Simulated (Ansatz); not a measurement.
CH₃GaO₂Se, SMILES `O=C(O)[Se][GaH2]`, 8 atoms. Charge 0, multiplicity 1. Correlated methods include outer-core shells of Ga, Se, which these sets cover unevenly. Scalar relativity is left out up to krypton. All runs use 4 threads of an Arm Neoverse V2 on a shared host. Correlated methods freeze the cores.

Problem. How many basis functions does each run have, and how long does it take in Ansatz? RKS BHLYP-D4/def2-TZVPP energy; RKS CAM-B3LYP-D4/def2-TZVPP energy; RHF-MP2/def2-QZVPP energy; RKS PBE0-D4/def2-SVP energy; RKS ωB97X-V/def2-TZVPP energy; direct RPA on PBE orbitals/def2-TZVPP energy; RHF-CCSD(T)/def2-SVP energy; RKS B2PLYP (frozen core)/def2-TZVPP energy; RHF-CCSD(T)/def2-TZVPP energy; RKS ωB97M-V/def2-QZVPP energy; RKS ωB97M-V/def2-SVP energy; RKS PBE0-D4/def2-TZVP frequencies. (Best estimate.)

Solution. Computed: Other jobs shared the machine, so times are rough.

```csv
level,job,functions,wall time,peak host memory (GiB)
RKS PBE0-D4/def2-SVP,energy,121,1.8 s,0.31
RKS BHLYP-D4/def2-TZVPP,energy,231,4.4 s,0.86
RKS CAM-B3LYP-D4/def2-TZVPP,energy,231,5.5 s,0.91
direct RPA on PBE orbitals/def2-TZVPP,energy,231,6 s,0.62
RKS ωB97M-V/def2-SVP,energy,121,7 s,0.44
RKS B2PLYP (frozen core)/def2-TZVPP,energy,231,7.5 s,0.68
RKS ωB97X-V/def2-TZVPP,energy,231,11 s,0.97
RHF-CCSD(T)/def2-SVP,energy,121,15 s,0.68
RKS ωB97M-V/def2-QZVPP,energy,439,26 s,2.3
RHF-MP2/def2-QZVPP,energy,439,29 s,2.7
RKS PBE0-D4/def2-TZVP,frequencies,207,3 min,0.7
RHF-CCSD(T)/def2-TZVPP,energy,231,4.8 min,4.4
```
